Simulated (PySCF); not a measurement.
Magnetisability: `InChI=1S/C6H7BCl2/c1-3-5-6(4-2)7(8)9/h4H,1-2H3/b6-4+`

Geometry (Å), atoms numbered from 1 in this order:
```xyz
16

C     2.962    0.901   -0.227
C     1.541    0.687   -0.087
C     0.359    0.493    0.026
C    -1.047    0.326    0.167
C    -1.598   -0.903    0.065
C    -0.853   -2.161   -0.189
B    -1.896    1.602    0.435
Cl   -1.151    3.151    0.556
Cl   -3.609    1.510    0.620
H     3.298    0.551   -1.203
H     3.500    0.354    0.548
H     3.189    1.962   -0.134
H    -2.670   -0.999    0.174
H     0.216   -1.975   -0.260
H    -1.203   -2.617   -1.116
H    -1.045   -2.874    0.613
```

The calculation used PySCF, GIAO B97-2/pcSseg-1 magnetisability, rotational g tensor and spin-rotation constants, non-relativistic, gas phase. Geometry: GFN2-xTB.

(1) What are the magnetisability and the molar susceptibility?

(2) Split it along the inertial axes a, b, c into diamagnetic and paramagnetic parts about the centre of mass, with the quadrupole moment.

(3) And the rotational g tensor?

Results:

(1) Isotropic -1639 × 10⁻³⁰ J/T², or -98.7 × 10⁻⁶ cm³/mol; principal values -1822, -1596, -1498 × 10⁻³⁰ J/T², anisotropy 288 × 10⁻³⁰ J/T² (root of half the summed squared differences of the principal values). The susceptibility is in cgs units.

(2) 
```
axis  χ (10⁻⁶ cm³/mol)  diamagnetic (10⁻⁶ cm³/mol)  paramagnetic (10⁻⁶ cm³/mol)  summed x² of all electrons (Å²)  quadrupole Θ (D Å)
   a             -95.8                      -993.5                        897.7                            359.9               +2.62
   b             -90.5                     -1599.7                       1509.1                            217.0               +3.35
   c            -109.7                     -2447.5                       2337.8                             17.2               -5.96
```
Anisotropies 2χaa − χbb − χcc = +8.7 and 2χbb − χaa − χcc = +24.5 × 10⁻⁶ cm³/mol. Θ is traceless in Buckingham's convention.

(3) 
```
axis  rotational constant (GHz)        g  nuclear part  electronic part
   a                     1.3629  -0.0115        0.5633          -0.5748
   b                     0.7841  -0.0087        0.5472          -0.5559
   c                     0.5008  +0.0003        0.5503          -0.5501
```
Asymmetric top; isotopes 11B, 12C, 35Cl, 1H; no vibrational averaging.
